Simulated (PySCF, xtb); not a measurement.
Be(OH)(SMe) (CH₄BeOS), SMILES C[S][Be][OH].

GFN2-xTB in xtb 6.7.1 at its own geometry gives an orbital gap of 4.23 eV and a dipole moment of 3.99 D.

The structure is a stationary point at PBE0-D3(BJ)/def2-SVP. One conformer was computed; it need not be the lowest.

Question: What does M06-2X/def2-TZVPD in PySCF give? (Estimate from the structure and the level; the computed values follow.)

Answer: gap 7.77 eV (levels -8.04 and -0.27 eV), dipole 1.95 D.
